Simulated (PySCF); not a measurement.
C5H8O2.
Atom-mapped SMILES: `[CH3:1][O:2][C:3]1([CH:4]=[O:5])[CH2:6][CH2:7]1`

Probes without a nucleus sit at each ring's centroid and 1 Å off its mean plane on both sides; NICS is minus the shielding there, NICSzz its component along the normal. Level: GIAO PBE0/pcSseg-1 (PySCF, non-relativistic, gas phase) on the GFN2-xTB geometry, one conformer.

Ring bond lengths (Å), with Mayer bond orders in brackets: C3–C6 1.522 (0.89), C6–C7 1.484 (0.99), C7–C3 1.519 (0.90).

Task: What do the NICS probes read (ppm)?

Result: 
```
    ring                                            type  NICS(0)  NICS(1), two faces  NICS(1)zz, two faces  rms pucker (Å)  centre to ring atoms, mean (Å)
C3–C6–C7  3-membered carbocycle; formal bonds all single    -41.3         -8.4 / -7.1         -23.8 / -17.4            0.00                            0.87
```

Task: What can be read from them?

Result: 
- C3–C6–C7: mean NICS(1)zz -20.6 ppm, shielded. C3, C6, C7 have four or more neighbours; no verdict on aromaticity is drawn. A hydrogen on C7, outside the ring, lies only 1.43 Å from a NICS(1) probe, which then mostly feels that atom. The two faces differ by 6.4 ppm, so no symmetry operation interchanges them. NICS(0) lies 34 ppm below the mean NICS(1).

Task: What are the shieldings of the ring atoms and their hydrogens in the same run (means over atoms taken as equivalent)?

Result: 
| atoms | environment | σ isotropic (ppm) |
| --- | --- | --- |
| C3 | sp3 carbon bound to oxygen | 116.3 |
| C6 (×2) | three-membered-ring carbon | 163.4 |
| H on C6 (×2) | methylene hydrogen | 30.38 |
| H on C6 (×2) | methylene hydrogen | 30.43 |

Conformer computed: `[CH3:1][O:2][C:3]1([CH:4]=[O:5])[CH2:6][CH2:7]1`: C1–O2–C3–C4 -78°, O2–C3–C4–O5 178°.
